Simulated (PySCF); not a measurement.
## Bond energies at PBE0/def2-SVP beside a composite method

PySCF, lowest determinants of a PBE0 search. The composite is CCSD(T) extrapolated to the basis-set limit from two correlation-consistent sets, with core-valence (CV) and scalar-relativistic (SR) terms as its label shows; it has no spin–orbit coupling and nothing beyond (T).

```tsv
species	state (unpaired electrons)	De PBE0 (eV)	De composite (eV)	composite	dissociates to
CsK	singlet (closed shell)	0.46	0.50	CCSD(T)/CBS(DT)	Cs + K
PbCl	doublet (π ↑)	3.69	3.73	CCSD(T)/CBS(DT)	Pb + Cl
TeO	triplet (π ↑↑)	3.59	4.06	CCSD(T)/CBS(TQ)	Te + O
CsF	singlet (closed shell)	4.63	5.28	CCSD(T)/CBS(DT)+CV	Cs + F
TlH	singlet (closed shell)	2.46	2.61	CCSD(T)/CBS(DT)	Tl + H
ICl	singlet (closed shell)	2.19	2.43	CCSD(T)/CBS(TQ)+CV	I + Cl
SF	doublet (π ↑)	3.42	3.65	CCSD(T)/CBS(TQ)+CV+SR	S + F
RbSr	doublet (σ ↑)	0.17	0.13	CCSD(T)/CBS(DT)	Rb + Sr
```

**Question.** Does PBE0 bind more or less than the composite, by how much on average, and where is the difference largest?

**Answer.** PBE0/def2-SVP binds less on average, method and basis taken together: the mean signed difference is -0.22 eV and the mean absolute one 0.23 eV; it is largest for CsF (-0.65 eV).

The molecules are drawn from runs that passed checks on state, spin purity and fit, so the hardest cases are missing and the errors look smaller than over all diatomics.

Correlated steps freeze the inner cores (4 to 28 orbitals); shallow outer-core shells are correlated. Closed-shell solutions of metal pairs were not tested for spin polarisation, which can lower them a little. Weak bonds: CsK, RbSr. Basis-set superposition, not corrected here, can be much of De in a small basis, most of all at correlated wavefunction levels. Functionals without a dispersion term scatter widely for such bonds, and LDA overbinds them. These are scalar-relativistic numbers at best; spin–orbit coupling would shift them, the dissociation energy most. Where the molecule has an RHF reference, its open-shell atoms are computed with UHF. The CCSD T1 diagnostic is raised in TeO, a sign that a single reference may not be enough there. States were picked by a PBE0 search and need not be the measured ground states.
